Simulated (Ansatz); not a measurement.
`[Cl][SnH2][Cl]` → Cl• + `[Cl][SnH2]`• at 600 K and 1 bar (homolysis of the Cl–Sn bond).

Computed with Ansatz on PBE0-D4/def2-TZVP structures; ΔE is electronic, products minus reactants. CCSD(T)/CBS is the MP2 limit (def2-TZVPP, def2-QZVPP) plus CCSD(T) − MP2 in def2-TZVPP, frozen cores. This one scheme is used for every species, atoms too. Open shells (•) are unrestricted, without spin–orbit coupling. Spin–orbit coupling would lower the free atoms: a little for Cl. def2 core potentials past Kr. Bonds to Sn are less sure, by a few kJ/mol each and by 10 to 20 or more in all where they break to atoms, as the def2 sets lack core-valence functions.

```tsv
species	CCSD(T)/CBS energy (Eh)	H − E (kJ/mol)	S (J/(mol·K))
`[Cl][SnH2][Cl]`	-1134.85982	82.8	371.5
Cl•	-459.70966	12.5	182.8
`[Cl][SnH2]`•	-674.99757	65.2	328.5
```

H − E and S are ideal-gas, rigid-rotor, harmonic terms from PBE0-D4/def2-TZVP, with the whole ground term of open shells counted as degenerate. 1 Eh = 2625.50 kJ/mol, R = 8.31446 J/(mol·K).

Question: By hand: ΔE, ΔH, ΔS and ΔG.

Answer: ΔE = (-459.70966) + (-674.99757) − (-1134.85982) = 0.15259 Eh = 400.6 kJ/mol. Δ(H − E) = 12.5 + 65.2 − 82.8 = -5.1, so ΔH = 395.5 kJ/mol. ΔS = 182.8 + 328.5 − 371.5 = 139.8 J/(mol·K). ΔG = 395.5 − 600 × (139.8)/1000 = 311.6 kJ/mol.

Question: By hand: the equilibrium constant, and the temperature at which ΔG would vanish if ΔH and ΔS stayed fixed.

Answer: log₁₀ K = −ΔG/(RT ln 10) = -27.1. ΔG = 0 at ΔH/ΔS = 2829 K, far beyond where these terms or the molecules hold.

The number of gas molecules changes by +1, which sets the sign of ΔS. A doubt of 5 kJ/mol in ΔE shifts log₁₀ K by 0.4 here. These are equilibria of isolated gas molecules and say nothing of rates. Largest T1 diagnostic: 0.015 (customary marks: 0.02 for closed shells, 0.045 for open ones).
